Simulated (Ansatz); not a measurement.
Al₂GeH₅N, relaxed with RKS PBE-D4/def2-SVP in the Gaussian-basis code of Ansatz from a rough embedded geometry. The force threshold is 0.03 eV/Å; the program also tests the step.

The species carries charge 0 and has multiplicity 1. The bonds changed during the relaxation, so this is another structure than the one it started from.

Start:

```xyz
9

N     1.723    0.795   -0.256
Ge    0.520   -0.559   -0.412
Al   -1.657    0.266   -1.026
Al   -1.130   -0.630    1.277
H     2.440    0.512    0.518
H     1.263    1.624    0.189
H     1.076   -1.915   -0.999
H    -2.650    0.818   -2.159
H    -1.584   -0.910    2.868
```

| step | energy (eV) | largest force (eV/Å) | largest move (Å) |
| --- | --- | --- | --- |
| 1 | -71251.1801 | 2.430 | 0.000 |
| 2 | -71251.6663 | 1.760 | 0.194 |
| 3 | -71251.7661 | 1.001 | 0.099 |
| 4 | -71251.8586 | 0.655 | 0.193 |
| 5 | -71251.9693 | 0.758 | 0.195 |
| 6 | -71252.1178 | 0.725 | 0.194 |
| 7 | -71252.2543 | 0.591 | 0.195 |
| 8 | -71252.3845 | 0.611 | 0.195 |
| 9 | -71252.5964 | 0.862 | 0.195 |
| 10 | -71252.9479 | 0.848 | 0.195 |
| 11 | -71253.2461 | 1.266 | 0.194 |
| 12 | -71253.2870 | 2.031 | 0.196 |
| 13 | -71253.3830 | 0.390 | 0.182 |
| 14 | -71253.4063 | 0.215 | 0.147 |
| 15 | -71253.4165 | 0.082 | 0.046 |
| 16 | -71253.4173 | 0.023 | 0.010 |

End:

```xyz
9

N     1.061    0.396    0.551
Ge    0.380   -0.547   -1.160
Al   -1.783    0.503   -1.049
Al   -0.777   -0.001    1.164
H     1.834   -0.112    1.005
H     1.377    1.359    0.389
H     1.696   -1.326   -1.540
H    -2.959    0.136   -2.075
H    -0.830   -0.406    2.715
```

It took 20 s on 4 threads of an Intel Xeon Platinum 8259CL on a shared host, with 0.18 GiB of host memory at the peak.
